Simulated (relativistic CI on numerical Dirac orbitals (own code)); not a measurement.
**Sensitivity of the levels of Ta⁴³⁺ to α and to the nuclear radius**

These numbers are calculated, not measured: Dirac-Coulomb-Breit CI, orbitals from a KLI potential per configuration, derivatives by finite differences, unscaled Slater integrals, QED left out (own radial code, finite nucleus).

Configuration list (outside the closed core [Ar] 3d10): 4s², 4s4p, 4p², 4s4d, 4s4f, 4d², 4p4d, 4f². Levels of other configurations are missing.

With x = (α/α₀)² − 1 an excitation energy changes as ω = ω₀ + qx; K = 2q/ω₀ is the relative enhancement. Terms are leading LS components, so labels can repeat. The field-shift factor is F = δν/δ⟨r²⟩ for the transition from the lowest level.

Lowest level 4s² ¹S0.

| Level | ω₀ (cm⁻¹) | q (cm⁻¹) | F (GHz/fm²) |
| --- | --- | --- | --- |
| 4s4p ³P°0 | 685364 | 115100 | -1850 |
| 4s4p ³P°1 | 742411 | 131400 | -1860 |
| 4s4p ³P°2 | 1434143 | 1.018e+06 | -1970 |
| 4p² ³P0 | 1574409 | 253100 | -3730 |
| 4s4p ¹P°1 | 1579053 | 1.013e+06 | -1980 |
| 4p² ³P1 | 2272396 | 1.146e+06 | -3860 |
| 4p² ¹D2 | 2282180 | 1.143e+06 | -3770 |
| 4s4d ³D1 | 2693971 | 1.068e+06 | -1960 |
| 4s4d ³D2 | 2722112 | 1.096e+06 | -2020 |
| 4s4d ³D3 | 2851622 | 1.23e+06 | -1960 |
| 4s4d ¹D2 | 2892552 | 1.419e+06 | -2470 |
| 4p² ³P2 | 3092338 | 1.837e+06 | -3490 |
| 4p² ¹S0 | 3118135 | 2.041e+06 | -3960 |
| 4p4d ³F°2 | 3414128 | 1.19e+06 | -3840 |
| 4p4d ³D°1 | 3559578 | 1.203e+06 | -3840 |
| 4p4d ³F°3 | 3646816 | 1.37e+06 | -3810 |
| 4p4d ³P°2 | 3651407 | 1.359e+06 | -3840 |
| 4s4f ¹F°3 | 4128227 | 1.474e+06 | -2520 |
| 4s4f ³F°2 | 4160493 | 1.344e+06 | -2220 |
| 4s4f ³F°4 | 4183027 | 1.4e+06 | -2220 |
| 4s4f ³F°3 | 4211861 | 1.338e+06 | -2130 |
| 4p4d ³D°2 | 4231930 | 1.98e+06 | -3690 |
| 4p4d ³P°0 | 4252257 | 2.096e+06 | -3960 |

At this charge energies of transitions that change n are usually good to better than 1 %, and those within a shell (Δn = 0) to a few per cent.

(1) Which transition from the lowest level has the largest |K|?

Results:

(1) 4s4p ³P°2 at 1434143 cm⁻¹, K = 1.42.
